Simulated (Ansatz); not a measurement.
Total energies of `O=CBCl`.

```xyz
6

O     1.195   -0.312   -1.265
C     0.683    0.328   -0.375
B    -0.482   -0.363    0.443
Cl   -2.070    0.319    0.319
H     0.992    1.384   -0.197
H    -0.316   -1.356    1.076
```

The species carries charge 0 and has multiplicity 1. All single points use the PBE0-D4/def2-TZVP geometry. It is one conformer, not always the lowest. Basis def2-TZVPP, Ansatz 0.2.0.

RPA on PBE orbitals: Hartree–Fock energy of these orbitals -598.10787 Eh, correlation -1.08101 Eh (frozen core).

```json
{"functional": "B97M-V", "energy without D4 (Eh)": "-599.52080", "D4 term (kJ/mol)": "–"}
{"functional": "ωB97M-V", "energy without D4 (Eh)": "-599.58111", "D4 term (kJ/mol)": "–"}
```

(1) Give the same for LDA (SPW92), PBE, revPBE, BLYP, r2SCAN, PBE0, B3LYP, r2SCANh, r2SCAN0, HSE06 (plane-wave form), BHLYP, CAM-B3LYP, LC-ωPBE, ωB97X-V, B2PLYP, PBE-QIDH. (Best estimate.)

B3LYP takes the VWN-RPA correlation (the form of Gaussian; ORCA's B3LYP/G). HSE06 is the plane-wave form, built on full-range PBE exchange. The double hybrids freeze the cores in their second-order part.

Results:

(1) Computed: 
```tsv
functional	energy without D4 (Eh)	D4 term (kJ/mol)
LDA (SPW92)	-596.97974	–
PBE	-599.29400	-10.0
revPBE	-599.52905	-31.9
BLYP	-599.61648	-22.4
r2SCAN	-599.54214	-2.3
PBE0	-599.33514	-8.3
B3LYP	-599.67386	-16.2
r2SCANh	-599.53245	-2.5
r2SCAN0	-599.51893	-2.8
HSE06 (plane-wave form)	-599.32022	-7.7
BHLYP	-599.57884	-12.0
CAM-B3LYP	-599.60300	-8.4
LC-ωPBE	-599.42653	–
ωB97X-V	-599.53995	–
B2PLYP	-599.41643	–
PBE-QIDH	-599.22854	–
```

LC-ωPBE has ω = 0.4 bohr⁻¹.
